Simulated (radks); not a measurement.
Results of a calculation; reference values are marked as such.
Ionisation ladder of silicon, from Si III to Si IX. Each ion is in the ground configuration listed by NIST, and IE = E(next ion) - E(this ion). Code: a radial shooting solver on a logarithmic mesh with Libxc functionals. Model: Dirac Kohn-Sham, PBEsol, spin-unpolarised, spherical densities, finite nucleus; open shells are shared between the two j in proportion to 2j + 1; Fermi nuclear charge, rms radius 3.1224 fm.

species,configuration,"IE, Delta-SCF (eV)",-e(HOMO) (eV),HOMO,<r> HOMO (bohr),"IE, NIST (eV)",kind,error (eV)
Si III,[Ne] 3s2,33.899,28.489,3s1/2,1.95,33.493,exp.,+0.406
Si IV,[Ne] 3s1,44.801,39.357,3s1/2,1.85,45.142,exp.,-0.341
Si V,[Ne],167.81,148.12,2p3/2,0.532,166.77,exp.,+1.0
Si VI,[He] 2s2 2p5,208.75,187.55,2p3/2,0.507,205.28,semi-emp.,+3.5
Si VII,[He] 2s2 2p4,252.52,229.91,2p3/2,0.486,246.57,semi-emp.,+6.0
Si VIII,[He] 2s2 2p3,298.98,275.04,2p3/2,0.466,303.59,semi-emp.,-4.6
Si IX,[He] 2s2 2p2,347.91,322.75,2p3/2,0.449,351.3,semi-emp.,-3.4

Reference values: NIST Atomic Spectra Database (exp. = measured, semi-emp. = semi-empirical, theory = theoretical value adopted there). The ionisation energy per charge of the ion left behind rises most, in proportion, at Si V ([Ne]), from 11.200 to 33.563 eV. Against the entries that are not theoretical the mean signed error is +0.4 % and the largest +2.4 %. Spin polarisation and multiplet splitting are left out, so open shells lie too high by an amount that depends on their filling.

Beside tabulated values, note that spin-unpolarised runs miss the spin-polarisation part of the exchange energy of open shells.
